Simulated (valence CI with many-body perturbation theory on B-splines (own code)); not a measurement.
**Energy levels of Sc7+**

Level of theory: configuration interaction combined with many-body perturbation theory (CI+MBPT): four valence electrons over a frozen Dirac-Fock core [Ne], radial functions for each j: 11 s, 11 p, 9 d, 7 f, 5 g, 2 h, 1 i, with the one-electron correlation potential Σ1, the two-electron term Σ2, the three-electron term Σ3, Breit, model QED; selected CI, second order for the rest, scaled by the run's own slope (own B-spline code, finite nucleus).

Against 21 measured levels this calculation errs by 87 cm⁻¹ on average and by 341 at most. These come from a selection out of Sugar and Corliss, J. Phys. Chem. Ref. Data 9, 473 (1980). Levels without a partner in it may be off by more.

Levels 46 to 70 of 70, with energies above the lowest level, 3s2.3p2 3P_0. "Leading %" is the weight of the configuration and term that name the level; weights of strongly mixed levels are sums over their largest components and can fall short. In the jj column 3d3/2^4 stands for four electrons in 3d with j = 3/2.

| No. | Configuration | Term | J | E (cm⁻¹) | Leading % | g | Leading jj | Second component |
| --- | --- | --- | --- | --- | --- | --- | --- | --- |
| 46 | 3s.3p2.3d | 5P | 3 | 453550 | 98 | 1.666 | 3s 3p1/2 3p3/2 3d5/2 (51 %) |  |
| 47 | 3s.3p2.3d | 5P | 2 | 454770 | 98 | 1.833 | 3s 3p1/2 3p3/2 3d3/2 (29 %) |  |
| 48 | 3s.3p2.3d | 5P | 1 | 455530 | 98 | 2.500 | 3s 3p3/2^2 3d3/2 (47 %) |  |
| 49 | 3s.3p2.3d | 3P | 2 | 467010 | 68 | 1.500 | 3s 3p1/2 3p3/2 3d5/2 (42 %) | 24 % 3p4 3P |
| 50 | 3s.3p2.3d | 3P | 1 | 469810 | 68 | 1.499 | 3s 3p3/2^2 3d5/2 (27 %) | 25 % 3p4 3P |
| 51 | 3s.3p2.3d | 3P | 0 | 471440 | 67 |  | 3s 3p3/2^2 3d5/2 (33 %) | 25 % 3p4 3P |
| 52 | 3s.3p2.3d | 3G | 3 | 483020 | 97 | 0.750 | 3s 3p1/2 3p3/2 3d3/2 (62 %) |  |
| 53 | 3s.3p2.3d | 3G | 4 | 483360 | 97 | 1.050 | 3s 3p1/2 3p3/2 3d5/2 (34 %) |  |
| 54 | 3s.3p2.3d | 3G | 5 | 483780 | 97 | 1.200 | 3s 3p1/2 3p3/2 3d5/2 (62 %) |  |
| 55 | 3s.3p2.3d | 3D | 1 | 492380 | 97 | 0.503 | 3s 3p1/2 3p3/2 3d5/2 (24 %) |  |
| 56 | 3s.3p2.3d | 3D | 2 | 492640 | 97 | 1.167 | 3s 3p1/2 3p3/2 3d5/2 (27 %) |  |
| 57 | 3s.3p2.3d | 3D | 3 | 492920 | 95 | 1.324 | 3s 3p1/2 3p3/2 3d5/2 (52 %) |  |
| 58 | 3s.3p2.3d | 1G | 4 | 494940 | 80 | 1.002 | 3s 3p1/2 3p3/2 3d5/2 (39 %) | 16 % 3s2.3d2 1G |
| 59 | 3s.3p2.3d | 1F | 3 | 499360 | 93 | 1.011 | 3s 3p1/2 3p3/2 3d3/2 (34 %) |  |
| 60 | 3s.3p2.3d | 3F | 2 | 511560 | 85 | 0.694 | 3s 3p1/2 3p3/2 3d3/2 (26 %) | 6 % 3s2.3d2 3F |
| 61 | 3s.3p2.3d | 3F | 3 | 513090 | 82 | 1.105 | 3s 3p1/2 3p3/2 3d5/2 (46 %) | 8 % 3s.3p2.3d 3D |
| 62 | 3s.3p2.3d | 3D | 1 | 514680 | 96 | 0.510 | 3s 3p1/2 3p3/2 3d5/2 (46 %) |  |
| 63 | 3s.3p2.3d | 3F | 4 | 515350 | 89 | 1.248 | 3s 3p3/2^2 3d3/2 (32 %) | 7 % 3s2.3d2 3F |
| 64 | 3s.3p2.3d | 3D | 2 | 515440 | 92 | 1.141 | 3s 3p3/2^2 3d5/2 (31 %) | 5 % 3s.3p2.3d 3F |
| 65 | 3s.3p2.3d | 3D | 3 | 516750 | 89 | 1.311 | 3s 3p3/2^2 3d5/2 (54 %) | 8 % 3s.3p2.3d 3F |
| 66 | 3s.3p2.3d | 1P | 1 | 517560 | 92 | 0.987 | 3s 3p1/2 3p3/2 3d3/2 (27 %) |  |
| 67 | 3s.3p2.3d | 3P | 0 | 520060 | 77 |  | 3s 3p1/2 3p3/2 3d5/2 (40 %) | 16 % 3s2.3d2 3P |
| 68 | 3s.3p2.3d | 3P | 1 | 520630 | 76 | 1.500 | 3s 3p1/2 3p3/2 3d5/2 (37 %) | 16 % 3s2.3d2 3P |
| 69 | 3s.3p2.3d | 3P | 2 | 521750 | 72 | 1.498 | 3s 3p3/2^2 3d5/2 (38 %) | 16 % 3s2.3d2 3P |
| 70 | 3s.3p2.3d | 3S | 1 | 529800 | 96 | 1.994 | 3s 3p1/2 3p3/2 3d5/2 (34 %) |  |

Names give the largest LS component (configuration and term), which can be under half, so a name can repeat, a term be missing and a line seem to break the LS rules; names also repeat where a configuration has a term twice.
